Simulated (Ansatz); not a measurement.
Ansatz (a first-principles code) input (B3LYP/6-31G*):

Ansatz 0.2 input:
```yaml
crystal:
  periodic: [false, false, false]
  atoms:
    - {symbol: B, position_ang: [-0.00000000, -0.00000000, -0.65016523]}
    - {symbol: F, position_ang: [0.00000000, 0.00000000, 0.56413896]}
    - {symbol: H, position_ang: [-0.00000000, -0.00000000, -1.82642451]}
basis:
  gaussian:
    orbitals: 6-31G*
hamiltonian:
  xc: {name: B3LYP}
total_charge: 1
relax: {f_tol: 0.003, max_steps: 120}
```

Question: What final total energy does it give?

Answer: -124.96067 Eh.
